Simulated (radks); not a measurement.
Problem. The mean radii <r> (bohr) of the occupied orbitals of an atom or ion are listed with their occupations. Calculated with a radial shooting solver on a logarithmic mesh with Libxc functionals: scalar-relativistic Kohn-Sham, LDA (Slater exchange, VWN5 correlation), spin-polarised, spherical densities, finite nucleus; Fermi nuclear charge, rms radius of each element as measured or else 0.836 A^(1/3) + 0.57 fm.

orbital  occ.      <r>
1s          2  0.06922
2s          2   0.2908

Name the element and its charge. Open shells, if any, are filled with parallel spins first.

Solution. Z = 22, titanium, charge +18: Ti18+ in [He] 2s2. The 1s radius gives Z: for a bare nucleus <r> = (2 gamma + 1)/(2Z) with gamma = sqrt(1 - (Z/c)^2), 0.06759 bohr for Z = 22, and screening makes it slightly larger (0.06922 here). The occupations add up to 4, and the charge is Z minus that.
